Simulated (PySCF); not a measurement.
Computed with ωB97X-D3(BJ)/def2-TZVP // PBE0-D3(BJ)/def2-TZVP run with PySCF. Gas-phase values, no solvent. One relaxed conformer stands for a flexible species; it need not be the lowest. Excitations are Tamm–Dancoff values on a coarser integration grid. The basis has no diffuse functions, so Rydberg states are missing or too high.

Reference species (SMILES): `C=C(O)C[SiH3]` (C–C–O–H torsion 0°, O–C–C–Si torsion -69°) (neutral, multiplicity 1).

| Quantity | Value |
|---|---|
| S1–T1 gap (TDA) | 2.04 eV |
| HOMO | -8.96 eV |

Changed species: `C=C([SiH3])CO` (Si–C–C–O torsion -45°, C–C–O–H torsion -59°).

Give the shifts of the S1–T1 gap (TDA) and HOMO.

the S1–T1 gap (TDA) rises by 0.20 eV, to 2.24 eV; the HOMO falls by 1.23 eV, to -10.19 eV.
